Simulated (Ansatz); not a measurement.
Wavefunction ladder for BGaGeH6O (`O[BH][GaH][GeH3]`)

Cartesian coordinates in Å:
```
O -0.125 -2.613 -0.677
B 0.375 -1.828 0.305
Ga 0.923 0.147 -0.150
Ge -0.646 2.031 -0.007
H -0.370 -3.496 -0.383
H 0.464 -2.283 1.421
H 2.389 0.566 -0.561
H -2.067 1.636 0.444
H -0.794 2.733 -1.374
H -0.149 3.107 0.982
```

The species carries charge 0 and has multiplicity 1. Correlated methods include outer-core shells of Ga, Ge, which these sets cover unevenly. Scalar relativity is left out up to krypton. The geometry is a stationary point of PBE0-D4/def2-TZVP. It is one conformer, not always the lowest. Frozen core, restricted reference, Ansatz.

```csv
basis,HF (Eh),MP2 corr.
def2-SVP,-4101.08564,-0.71897
def2-TZVPP,-4101.72058,-0.83238
def2-QZVPP,-4101.80776,-1.36989
```

Q: Estimate the CCSD correlation energy and the (T) correction in each basis where they were run (hartree).

A: 
```tsv
basis	CCSD corr.	(T)
def2-SVP	-0.74570	-0.02169
def2-TZVPP	-0.86148	-0.03198
```
